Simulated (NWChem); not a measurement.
Species: InH₂OF; SMILES [OH][InH][F]

```xyz
5

In    -0.2954     0.0096     0.0000
H     -1.9878    -0.0771     0.0000
F      0.8246    -1.6051     0.0000
O      0.9017     1.5914     0.0000
H      1.8287     1.3223     0.0000
```
Atoms are numbered in this order, from 1.

Geometry: optimised at PBE0/def2-SVP. No frequency run checked for a minimum. def2 effective core potentials on In; no spin-orbit coupling.

Symmetry labels are those of Cs in the frame above (b1 and b2, or b-type labels, depend on it).

List the 4 lowest vertical singlet excitations from CAM-B3LYP/def2-SVPD with def2 effective core potentials on In, TDA (NWChem).


| state | energy (eV) | oscillator strength | symmetry | leading excitation (squared amplitude) |
|---|---|---|---|---|
| S1 | 5.99 | 0.027 | a" | HOMO → LUMO (0.95) |
| S2 | 6.33 | 0.011 | a' | HOMO → LUMO+1 (0.56) |
| S3 | 6.52 | 0.002 | a" | HOMO−1 → LUMO+1 (0.98) |
| S4 | 7.28 | 0.171 | a' | HOMO−1 → LUMO (0.31) |
